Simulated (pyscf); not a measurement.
PySCF, gas phase, ωB97X-D3(BJ)/def2-SVP geometries. MP2 and CC: frozen core, UHF for open shells. ΔMP2 is the change of the MP2 total energy from the triple- to the quadruple-zeta basis.

### Question
PBE/def2-TZVP puts the barrier of [HN=Si–NH₂]• → [HN–SiH=NH]• (hydrogen shift; doublet surface; H–N broken, H–Si formed) at 53.7 kcal/mol and the reaction energy at +29.9 kcal/mol, from the reactant's lowest minimum found. What do B3LYP-D3(BJ)/def2-TZVP, ωB97M-D3(BJ)/def2-TZVP, CCSD(T)/def2-TZVPP + ΔMP2(QZVPP) give on the same structures?

### Answer
B3LYP-D3(BJ): ΔE‡ = 58.9 kcal/mol, ΔE = +28.9 kcal/mol; ωB97M-D3(BJ): ΔE‡ = 59.9 kcal/mol, ΔE = +31.6 kcal/mol; CCSD(T): ΔE‡ = 58.8 kcal/mol, ΔE = +31.7 kcal/mol. PBE's barrier lies under all of them, by 5.1 to 6.2 kcal/mol. Its reaction energy lies among theirs. Low barriers are usual for a GGA, whose delocalisation error favours stretched bonds. On the product side the descent ends in a point that may be a rotor saddle (no frequency run), 1.5 kcal/mol over the lowest minimum found and 28.0 kcal/mol under the saddle at ωB97X-D3(BJ)/def2-TZVP. This is the saddle that the search found; another between the same sides may lie lower. The CCSD(T) − MP2 part came from Ansatz, without density fitting, on the same reference. A UHF reference is spin-contaminated (<S²> up to 1.10), which harms MP2 most.
